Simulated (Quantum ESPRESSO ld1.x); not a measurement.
Values are calculated unless marked as measured or tabulated.
Initial-state core-level shifts of the neodymium ion Nd2+ when its valence configuration changes from [Xe] 4f4. Level of theory: scalar-relativistic Kohn-Sham, revPBE, spin-unpolarised, spherical densities, point nucleus (ld1.x of Quantum ESPRESSO 7.5). Shifts are changes of the shell-averaged eigenvalues in eV (positive: less bound).

| valence | 2p | 3d | 4d | 5s |
|---|---|---|---|---|
| 4f3.5 6p0.5 | -5.015 | -5.424 | -5.032 | -3.432 |
| 4f3.5 5d0.5 | -3.202 | -3.639 | -3.244 | -1.663 |
| 4f3 5d1 | -6.760 | -7.702 | -6.797 | -3.404 |
| 4f2 5d1 6p1 | -18.793 | -20.901 | -18.554 | -10.712 |
| 4f3 6s1 | -9.485 | -10.379 | -9.454 | -5.947 |
| 4f2 6s2 | -20.847 | -22.895 | -20.477 | -12.381 |
| 4f3.5 6s0.5 | -4.463 | -4.874 | -4.480 | -2.881 |
| 4f2 5d1 6s0.5 6p0.5 | -18.254 | -20.358 | -18.014 | -10.182 |
| 4f3 6p1 | -10.588 | -11.482 | -10.555 | -7.034 |
